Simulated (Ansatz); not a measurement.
Reaction: SiH2F2 (difluorosilane, SMILES F[SiH2]F) → SiHF2 (SMILES F[SiH]F, doublet) + H (doublet) (the H-Si bond breaks)
Each species at its own B3LYP-D3(BJ)/def2-TZVP minimum (Ansatz, a quantum-chemistry and plane-wave program).

Wanted: bond dissociation energy (electronic), in kJ/mol. Radicals and triplets start from unrestricted determinants; spin-orbit coupling is neglected. CBS(X,Y): correlation extrapolated as X^-3, Hartree-Fock from the larger set (Q,5: extrapolated as (X+1)exp(-9√X)). A bracket is a step between two methods taken in the basis named. Functionals run without relativity, which enters their misses. 'core' is core correlation in cc-pwCVTZ (1s frozen past Ne), 'X2C' scalar relativity in cc-pVTZ-DK, both at CCSD(T). Where a partner has so few electrons that a lower coupled-cluster level is exact, that level stands in.

CCSD(T)/CBS(cc-pV(Q+d)Z,cc-pV(5+d)Z) + [CCSDT(Q) - CCSD(T)]/cc-pV(D+d)Z + core + X2C (Ansatz) gives 425.7 kJ/mol.

### Question
What does PBE/def2-TZVPD (Ansatz) give here, and how do the other levels compare?

### Answer
PBE gives 390.6 kJ/mol, 35.1 kJ/mol below it. Differences of the others: r2SCAN/def2-TZVPD (Ansatz) -24.9; PBE0/def2-TZVPD (Ansatz) -26.3; wB97M-V/def2-TZVPD (Ansatz) -2.8; CCSD(T)/CBS(cc-pV(Q+d)Z,cc-pV(5+d)Z) + core + X2C (Ansatz) 0.3 kJ/mol. Nearer than PBE: r2SCAN/def2-TZVPD, PBE0/def2-TZVPD, wB97M-V/def2-TZVPD, CCSD(T)/CBS(cc-pV(Q+d)Z,cc-pV(5+d)Z) + core + X2C.
